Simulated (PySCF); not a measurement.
Coordinates in bohr (charge 0 multiplicity 1):
```
Pd   -0.0073    0.0073    0.0000
H     3.0989    1.0233    0.0000
H     2.2835    2.3651    0.0000
H    -2.3648   -2.2839    0.0000
H    -1.0228   -3.0991    0.0000
```

Method: PBE0 in PySCF with Pd x2c-TZVPall, H x2c-TZVPall; spin-free X2C, no spin–orbit coupling; density-fitted integrals.

This geometry of PdH₄ is a stationary point at this level.

(1) What is the point group?

(2) Is it a minimum?

(3) List the harmonic modes with their infrared intensities.

(4) What are the dipole moment and the gap between the highest occupied and lowest empty levels?

(5) Give the atomic charges and bond orders.

## Answers

(1) C2v.

(2) No: it has 1 imaginary mode, at 349i cm⁻¹ (a2).

(3) 
```
symmetry  ω (cm⁻¹)  IR (km/mol)
      a2      349i            –
      a1       242          1.9
      b1       444          1.4
      b2       875          475
      a1      1126         16.8
      a1      1430          1.1
      b2      1431          9.1
      b2      3220          268
      a1      3261         26.3
```

(4) 0.35 D and 5.10 eV.

(5) 
```tsv
atom	Mulliken	Löwdin	polar tensor	Mayer order to Pd1
Pd1	-0.18	-0.36	-0.36	–
H2,5	0.04	0.09	0.08	0.40
H3,4	0.05	0.08	0.10	0.33
```
Other Mayer orders above 0.3: H–H 0.67 (×2).

Only a few start shapes were tried, so a lower isomer may exist. At this level a singlet minimum of D2d symmetry lies 8 kJ/mol below this structure.
